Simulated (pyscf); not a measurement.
H₃C–Ge(F)(F)–F (SMILES [CH3][Ge]([F])([F])[F]) + H₃C–Al(F)–Cl (SMILES [CH3][Al]([F])[Cl]) → F–Ge(F)(F)–F (SMILES [F][Ge]([F])([F])[F]) + H₃C–Al(CH₃)–Cl (SMILES [CH3][Al]([CH3])[Cl]) (four-centre exchange; singlet surface; C–Ge, Al–F broken, F–Ge, Al–C formed). Structures and frequencies: ωB97X-D3(BJ)/def2-SVP in PySCF. Energies in kJ/mol from the separated reactants.

```
level                   barrier  reaction energy
----------------------  -------  ---------------
PBE/def2-TZVP             146.8           +147.8
r²SCAN/def2-TZVP          129.7           +149.2
B3LYP-D3(BJ)/def2-TZVP      [?]              [?]
PBE0-D3(BJ)/def2-TZVP     133.7           +148.9
M06-2X/def2-TZVP          118.5           +138.8
HF/def2-TZVP                [?]           +148.4
```

Question: Fill in the missing entries.

Answer: 
- B3LYP-D3(BJ)/def2-TZVP, barrier: 144.0
- B3LYP-D3(BJ)/def2-TZVP, reaction energy: +154.7
- HF/def2-TZVP, barrier: 183.0

On the product side the descent ends in an adduct with a Al–F contact, 32.5 kJ/mol under the separated species and 6.6 kJ/mol under the saddle at ωB97X-D3(BJ)/def2-TZVP. At PBE, r²SCAN, B3LYP-D3(BJ), PBE0-D3(BJ), M06-2X the saddle lies under the separated products, which points to a path from their complex (located at ωB97X-D3(BJ) alone), and parting the products costs more than the saddle. What is counted as broken (Al–F) persists as a longer contact in the product adduct; parting that adduct is a step of its own. At ωB97X-D3(BJ) the barrier from the zero used here is 124.5 kJ/mol. This is the saddle that the search found; another between the same sides may lie lower. Elements up to Kr have no core potential and no relativistic terms here.
